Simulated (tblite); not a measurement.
Q: What does the GFN2-xTB structure of InChI=1S/C4H8NSi2/c1-3-6-7(5)4-2/h1,4,6-7H,2,5H2/t7-/m0/s1 look like in three dimensions? (Doublet state.)

A: 
```
atom  x, y, z in Å
C1     3.9001    0.1183   -0.6369
C2     2.8359   -0.4521   -0.6028
Si3    1.2687   -1.3895   -0.4202
Si4   -0.3620   -0.4253    0.8589
N5    -1.6578   -1.5732    0.7717
C6    -0.7949    1.3253    0.2964
C7    -1.8460    1.6582   -0.4421
H8     4.8177    0.6304   -0.6936
H9     1.0120   -1.9306   -1.7671
H10   -0.0304   -0.3668    2.2915
H11   -2.0394   -1.8057   -0.1310
H12   -2.4144   -1.4759    1.4290
H13   -0.0774    2.1010    0.5396
H14   -2.0268    2.6648   -0.7882
H15   -2.5899    0.9292   -0.7272
```

Any rigid rotation of these coordinates is as good. Atoms count from 1 in this order. N5 (nitrogen bonded to Si and 2 H) is pyramidal (angles 118.8°, 117.7° and 108.8°, sum 345.3°, 0.26 Å off the plane of its three neighbours). The 2 C–C bonds span 1.208 Å (C1≡C2, drawn triple) to 1.327 Å (C6=C7, drawn double), a spread of 0.119 Å. Si4 (silicon bonded to C, N, Si and H) is distorted tetrahedral (angles from 103.0° to 115.3°). C6 (carbon bonded to C, Si and H) is planar (angles 125.4°, 118.0° and 116.4°, sum 359.8°, 0.03 Å off the plane of its three neighbours).

Bonds between heavy atoms (Å): C1≡C2 1.208, C2–Si3 1.835, Si3–Si4 2.286, Si4–N5 1.733, Si4–C6 1.889, C6=C7 1.327.

Computed geometry: GFN2-xTB, gas phase. This method treats the open shell by occupation alone, without spin polarisation.

Point group: C1 (no symmetry element, even within 0.4 Å). Its GFN2-xTB frequencies are all real (lowest 18 cm⁻¹). Torsions: C2–Si3–Si4–N5 179°, Si3–Si4–N5–H -59° and 166°, Si3–Si4–C6–C7 100°. 3 starts were optimised and ended at 0.00, 0.33 and 1.21 kcal/mol (GFN2-xTB); the lowest of these is shown.

One conformer stands for the species.
